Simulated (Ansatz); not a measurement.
These are PBE-D3(BJ)/def2-SVP run with Ansatz (a quantum-chemistry and plane-wave program) values and carry that method's errors. No frequencies were computed at this level.

Ansatz 0.2 input:
```yaml
crystal:
  periodic: [false, false, false]
  atoms:
    - { symbol: Zr, position_ang: [-0.368993, -0.279837, -0.554463] }
    - { symbol: O, position_ang: [-1.122176, -1.76939, 0.387977] }
    - { symbol: H, position_ang: [-0.842759, -1.860307, 1.309068] }
    - { symbol: O, position_ang: [-1.381567, 1.277251, -1.027368] }
    - { symbol: H, position_ang: [-1.187167, 2.074764, -0.517082] }
    - { symbol: O, position_ang: [0.427648, 0.513487, 1.007014] }
    - { symbol: H, position_ang: [-0.195404, 0.790152, 1.694151] }
    - { symbol: O, position_ang: [1.330007, -0.534435, -1.399887] }
    - { symbol: H, position_ang: [2.024755, -0.205389, -0.812868] }
    - { symbol: C, position_ang: [0.860668, -1.877054, -4.135869] }
    - { symbol: C, position_ang: [0.373315, -2.803241, -3.226154] }
    - { symbol: C, position_ang: [-0.714287, -2.454105, -2.435923] }
    - { symbol: N, position_ang: [-1.316714, -1.263308, -2.515319] }
    - { symbol: C, position_ang: [-0.850768, -0.380533, -3.404626] }
    - { symbol: C, position_ang: [0.230524, -0.64575, -4.234984] }
    - { symbol: H, position_ang: [1.710982, -2.112305, -4.759312] }
    - { symbol: H, position_ang: [0.827788, -3.778121, -3.131798] }
    - { symbol: H, position_ang: [-1.152393, -3.155296, -1.728594] }
    - { symbol: H, position_ang: [-1.396951, 0.559, -3.463009] }
    - { symbol: H, position_ang: [0.571883, 0.094957, -4.942477] }
basis:
  gaussian: { orbitals: def2-svp }
hamiltonian:
  xc: pbe
  dispersion: d3bj
relax:
  max_steps: 150
```

Output:

```
[...]
reference -16268.76840072 eV, -597.8662113592 hartree; 45, 45 occupied and 171, 171 virtual orbitals, 2334 factors
relax step   2: F+E_penalty+E_count = -16269.37896025 eV  Δ(F+E_penalty+E_count) = -7.304e-1 eV  max|allowed force component| = 4.714e-1 eV/Å  Δτ_max = 0.1948 Å  (39 SCF iters, accepted)
these checks for a lower state are left out or cut short: starts, cluster_reference, orbital_swaps, neighbouring_geometries, increment
2334 factors; their error is unknown
mean field -16268.91780583 eV, -597.8717018955 hartree, gradient 8.4e-6 eV, S^2 0.000000; 0 other end points of the search recorded, 0 dependent functions left out
reference -16268.91790036 eV, -597.8717053696 hartree; 45, 45 occupied and 171, 171 virtual orbitals, 2334 factors
relax step   3: F+E_penalty+E_count = -16269.51594548 eV  Δ(F+E_penalty+E_count) = -1.370e-1 eV  max|allowed force component| = 1.461e0 eV/Å  Δτ_max = 0.1954 Å  (39 SCF iters, accepted)
these checks for a lower state are left out or cut short: starts, cluster_reference, orbital_swaps, neighbouring_geometries, increment
2334 factors; their error is unknown
mean field -16269.06926316 eV, -597.8772678499 hartree, gradient 1.3e-5 eV, S^2 0.000000; 0 other end points of the search recorded, 0 dependent functions left out
reference -16269.06935723 eV, -597.8772713070 hartree; 45, 45 occupied and 171, 171 virtual orbitals, 2334 factors
relax step   4: F+E_penalty+E_count = -16269.66156815 eV  Δ(F+E_penalty+E_count) = -1.456e-1 eV  max|allowed force component| = 8.307e-1 eV/Å  Δτ_max = 0.1936 Å  (33 SCF iters, accepted)
these checks for a lower state are left out or cut short: starts, cluster_reference, orbital_swaps, neighbouring_geometries, increment
2334 factors; their error is unknown
mean field -16269.17722817 eV, -597.8812354910 hartree, gradient 8.5e-6 eV, S^2 0.000000; 0 other end points of the search recorded, 0 dependent functions left out
reference -16269.17732273 eV, -597.8812389659 hartree; 45, 45 occupied and 171, 171 virtual orbitals, 2334 factors
relax step   5: F+E_penalty+E_count = -16269.76251762 eV  Δ(F+E_penalty+E_count) = -1.009e-1 eV  max|allowed force component| = 5.011e-1 eV/Å  Δτ_max = 0.1999 Å  (32 SCF iters, accepted)
these checks for a lower state are left out or cut short: starts, cluster_reference, orbital_swaps, neighbouring_geometries, increment
2334 factors; their error is unknown
mean field -16269.26871221 eV, -597.8845974674 hartree, gradient 1.6e-5 eV, S^2 0.000000; 0 other end points of the search recorded, 0 dependent functions left out
reference -16269.26880759 eV, -597.8846009724 hartree; 45, 45 occupied and 171, 171 virtual orbitals, 2334 factors
relax step   6: F+E_penalty+E_count = -16269.85055418 eV  Δ(F+E_penalty+E_count) = -8.804e-2 eV  max|allowed force component| = 2.038e-1 eV/Å  Δτ_max = 0.1956 Å  (31 SCF iters, accepted)
these checks for a lower state are left out or cut short: starts, cluster_reference, orbital_swaps, neighbouring_geometries, increment
2334 factors; their error is unknown
mean field evaluation 64: about -16269.4495 eV, gradient 3.7e-1 eV
mean field -16269.33878490 eV, -597.8871725914 hartree, gradient 1.3e-5 eV, S^2 0.000000; 0 other end points of the search recorded, 0 dependent functions left out
reference -16269.33888077 eV, -597.8871761143 hartree; 45, 45 occupied and 171, 171 virtual orbitals, 2334 factors
relax step   7: F+E_penalty+E_count = -16269.91560685 eV  Δ(F+E_penalty+E_count) = -6.505e-2 eV  max|allowed force component| = 2.604e-1 eV/Å  Δτ_max = 0.1983 Å  (32 SCF iters, accepted)
these checks for a lower state are left out or cut short: starts, cluster_reference, orbital_swaps, neighbouring_geometries, increment
2334 factors; their error is unknown
mean field -16269.39971198 eV, -597.8894116199 hartree, gradient 1.4e-5 eV, S^2 0.000000; 0 other end points of the search recorded, 0 dependent functions left out
reference -16269.39980890 eV, -597.8894151820 hartree; 45, 45 occupied and 171, 171 virtual orbitals, 2334 factors
relax step   8: F+E_penalty+E_count = -16269.97301768 eV  Δ(F+E_penalty+E_count) = -5.741e-2 eV  max|allowed force component| = 2.633e-1 eV/Å  Δτ_max = 0.1928 Å  (32 SCF iters, accepted)
these checks for a lower state are left out or cut short: starts, cluster_reference, orbital_swaps, neighbouring_geometries, increment
2334 factors; their error is unknown
mean field -16269.45166265 eV, -597.8913207719 hartree, gradient 1.3e-5 eV, S^2 0.000000; 0 other end points of the search recorded, 0 dependent functions left out
reference -16269.45176018 eV, -597.8913243561 hartree; 45, 45 occupied and 171, 171 virtual orbitals, 2334 factors
relax step   9: F+E_penalty+E_count = -16270.02159127 eV  Δ(F+E_penalty+E_count) = -4.857e-2 eV  max|allowed force component| = 3.360e-1 eV/Å  Δτ_max = 0.1971 Å  (32 SCF iters, accepted)
these checks for a lower state are left out or cut short: starts, cluster_reference, orbital_swaps, neighbouring_geometries, increment
2334 factors; their error is unknown
mean field -16269.48964277 eV, -597.8927165157 hartree, gradient 8.6e-6 eV, S^2 0.000000; 0 other end points of the search recorded, 0 dependent functions left out
reference -16269.48974090 eV, -597.8927201218 hartree; 45, 45 occupied and 171, 171 virtual orbitals, 2334 factors
relax step  10: F+E_penalty+E_count = -16270.05721636 eV  Δ(F+E_penalty+E_count) = -3.563e-2 eV  max|allowed force component| = 3.653e-1 eV/Å  Δτ_max = 0.1935 Å  (39 SCF iters, accepted)
these checks for a lower state are left out or cut short: starts, cluster_reference, orbital_swaps, neighbouring_geometries, increment
2334 factors; their error is unknown
mean field evaluation 96: about -16269.5066 eV, gradient 2.4e-4 eV
mean field -16269.50663147 eV, -597.8933408390 hartree, gradient 8.6e-6 eV, S^2 0.000000; 0 other end points of the search recorded, 0 dependent functions left out
reference -16269.50672934 eV, -597.8933444355 hartree; 45, 45 occupied and 171, 171 virtual orbitals, 2334 factors
relax step  11: F+E_penalty+E_count = -16270.07370419 eV  Δ(F+E_penalty+E_count) = -1.649e-2 eV  max|allowed force component| = 4.156e-1 eV/Å  Δτ_max = 0.1960 Å  (39 SCF iters, accepted)
these checks for a lower state are left out or cut short: starts, cluster_reference, orbital_swaps, neighbouring_geometries, increment
2334 factors; their error is unknown
mean field -16269.42599484 eV, -597.8903774973 hartree, gradient 8.0e-6 eV, S^2 0.000000; 0 other end points of the search recorded, 0 dependent functions left out
reference -16269.42609255 eV, -597.8903810881 hartree; 45, 45 occupied and 171, 171 virtual orbitals, 2334 factors
relax step  12: F+E_penalty+E_count = -16269.99247898 eV  Δ(F+E_penalty+E_count) = +8.123e-2 eV  max|allowed force component| = 1.225e0 eV/Å  Δτ_max = 0.2000 Å  (39 SCF iters, rejected (line search))
these checks for a lower state are left out or cut short: starts, cluster_reference, orbital_swaps, neighbouring_geometries, increment
2334 factors; their error is unknown
mean field -16269.53853459 eV, -597.8945132569 hartree, gradient 2.4e-5 eV, S^2 0.000000; 0 other end points of the search recorded, 0 dependent functions left out
reference -16269.53863254 eV, -597.8945168565 hartree; 45, 45 occupied and 171, 171 virtual orbitals, 2334 factors
relax step  13: F+E_penalty+E_count = -16270.10535697 eV  Δ(F+E_penalty+E_count) = -3.165e-2 eV  max|allowed force component| = 9.095e-2 eV/Å  Δτ_max = 0.1000 Å  (33 SCF iters, accepted)
these checks for a lower state are left out or cut short: starts, cluster_reference, orbital_swaps, neighbouring_geometries, increment
2334 factors; their error is unknown
mean field -16269.54409604 eV, -597.8947176363 hartree, gradient 2.1e-5 eV, S^2 0.000000; 0 other end points of the search recorded, 0 dependent functions left out
reference -16269.54419403 eV, -597.8947212375 hartree; 45, 45 occupied and 171, 171 virtual orbitals, 2334 factors
relax step  14: F+E_penalty+E_count = -16270.11031990 eV  Δ(F+E_penalty+E_count) = -4.963e-3 eV  max|allowed force component| = 4.963e-2 eV/Å  Δτ_max = 0.0846 Å  (32 SCF iters, accepted)
these checks for a lower state are left out or cut short: starts, cluster_reference, orbital_swaps, neighbouring_geometries, increment
2334 factors; their error is unknown
mean field evaluation 128: about -16269.5441 eV, gradient 8.3e-6 eV
mean field -16269.54408498 eV, -597.8947172301 hartree, gradient 8.3e-6 eV, S^2 0.000000; 0 other end points of the search recorded, 0 dependent functions left out
reference -16269.54418298 eV, -597.8947208313 hartree; 45, 45 occupied and 171, 171 virtual orbitals, 2334 factors
relax step  15: F+E_penalty+E_count = -16270.10959710 eV  Δ(F+E_penalty+E_count) = +7.228e-4 eV  max|allowed force component| = 1.014e-1 eV/Å  Δτ_max = 0.0394 Å  (32 SCF iters, rejected (line search))
these checks for a lower state are left out or cut short: starts, cluster_reference, orbital_swaps, neighbouring_geometries, increment
2334 factors; their error is unknown
mean field -16269.54541619 eV, -597.8947661510 hartree, gradient 7.9e-6 eV, S^2 0.000000; 0 other end points of the search recorded, 0 dependent functions left out
reference -16269.54551418 eV, -597.8947697520 hartree; 45, 45 occupied and 171, 171 virtual orbitals, 2334 factors
relax step  16: F+E_penalty+E_count = -16270.11136158 eV  Δ(F+E_penalty+E_count) = -1.042e-3 eV  max|allowed force component| = 1.234e-2 eV/Å  Δτ_max = 0.0197 Å  (33 SCF iters, accepted)
these checks for a lower state are left out or cut short: starts, cluster_reference, orbital_swaps, neighbouring_geometries, increment
2334 factors; their error is unknown
mean field -16269.54564774 eV, -597.8947746605 hartree, gradient 8.6e-6 eV, S^2 0.000000; 0 other end points of the search recorded, 0 dependent functions left out
reference -16269.54574572 eV, -597.8947782610 hartree; 45, 45 occupied and 171, 171 virtual orbitals, 2334 factors
relax step  17: F+E_penalty+E_count = -16270.11150350 eV  Δ(F+E_penalty+E_count) = -1.419e-4 eV  max|allowed force component| = 2.282e-2 eV/Å  Δτ_max = 0.0209 Å  (34 SCF iters, accepted)
these checks for a lower state are left out or cut short: starts, cluster_reference, orbital_swaps, neighbouring_geometries, increment
2334 factors; their error is unknown
mean field -16269.54574627 eV, -597.8947782812 hartree, gradient 2.6e-5 eV, S^2 0.000000; 0 other end points of the search recorded, 0 dependent functions left out
reference -16269.54584423 eV, -597.8947818811 hartree; 45, 45 occupied and 171, 171 virtual orbitals, 2334 factors
relax step  18: F+E_penalty+E_count = -16270.11154004 eV  Δ(F+E_penalty+E_count) = -3.654e-5 eV  max|allowed force component| = 1.936e-2 eV/Å  Δτ_max = 0.0069 Å  (33 SCF iters, accepted)
these checks for a lower state are left out or cut short: starts, cluster_reference, orbital_swaps, neighbouring_geometries, increment
2334 factors; their error is unknown
mean field -16269.54580974 eV, -597.8947806136 hartree, gradient 2.6e-5 eV, S^2 0.000000; 0 other end points of the search recorded, 0 dependent functions left out
reference -16269.54590770 eV, -597.8947842138 hartree; 45, 45 occupied and 171, 171 virtual orbitals, 2334 factors
relax step  19: F+E_penalty+E_count = -16270.11157569 eV  Δ(F+E_penalty+E_count) = -3.565e-5 eV  max|allowed force component| = 9.298e-3 eV/Å  Δτ_max = 0.0046 Å  (34 SCF iters, accepted)
2334 factors; their error is unknown
mean field evaluation 160: about -16009.5382 eV, gradient 3.3e2 eV
mean field -16269.54580974 eV, -597.8947806135 hartree, gradient 3.0e-5 eV, S^2 0.000000; 1 other end points of the search recorded, 0 dependent functions left out
reference -16269.54590770 eV, -597.8947842138 hartree; 45, 45 occupied and 171, 171 virtual orbitals, 2334 factors
Total energy: -16270.11167365 eV, -597.9155757290 hartree
Atom 0 at    -0.293778    -0.054234    -0.084009 Å, force     0.004880     0.001611     0.002221 eV/Å
Atom 1 at    -1.035053    -1.887994     0.277135 Å, force    -0.000057     0.001304    -0.004603 eV/Å
Atom 2 at    -1.145088    -2.246999     1.173223 Å, force    -0.000276    -0.002154     0.002786 eV/Å
Atom 3 at    -1.282567     1.283599    -1.213052 Å, force     0.000700    -0.004528    -0.002074 eV/Å
Atom 4 at    -1.491004     2.182083    -0.907665 Å, force    -0.000584     0.003329     0.000048 eV/Å
Atom 5 at    -0.567533     0.748219     1.669528 Å, force     0.002991     0.001754     0.003561 eV/Å
Atom 6 at    -0.751312     1.139165     2.532526 Å, force    -0.002062    -0.002150    -0.004194 eV/Å
Atom 7 at     1.669282     0.016936    -0.259819 Å, force    -0.009298    -0.001409    -0.001394 eV/Å
Atom 8 at     2.463830     0.300866     0.213528 Å, force     0.005400     0.001633     0.002739 eV/Å
Atom 9 at     0.216481    -2.246249    -4.834260 Å, force    -0.000734    -0.000567    -0.000740 eV/Å
Atom 10 at     0.184796    -3.044181    -3.681337 Å, force     0.000297     0.001167     0.000064 eV/Å
Atom 11 at    -0.030217    -2.429218    -2.441243 Å, force     0.000131     0.001161    -0.000998 eV/Å
Atom 12 at    -0.203453    -1.097562    -2.319192 Å, force    -0.000329    -0.000216    -0.000256 eV/Å
Atom 13 at    -0.187759    -0.328796    -3.426854 Å, force    -0.000009    -0.001785    -0.001419 eV/Å
Atom 14 at     0.021360    -0.863483    -4.704603 Å, force     0.000380    -0.000238     0.001227 eV/Å
Atom 15 at     0.384513    -2.698122    -5.824114 Å, force    -0.000627     0.000612     0.001475 eV/Å
Atom 16 at     0.320750    -4.133974    -3.736111 Å, force     0.000025    -0.000195    -0.000066 eV/Å
Atom 17 at    -0.095247    -2.991382    -1.495483 Å, force    -0.000250    -0.000720     0.001114 eV/Å
Atom 18 at    -0.375606     0.742346    -3.247883 Å, force    -0.000454     0.001394     0.000594 eV/Å
Atom 19 at     0.025997    -0.200480    -5.581839 Å, force    -0.000124    -0.000001    -0.000084 eV/Å
Dipole moment:     0.204071    -0.055908    -0.152356 e Å
```

Cost: roughly 5 core-minutes.
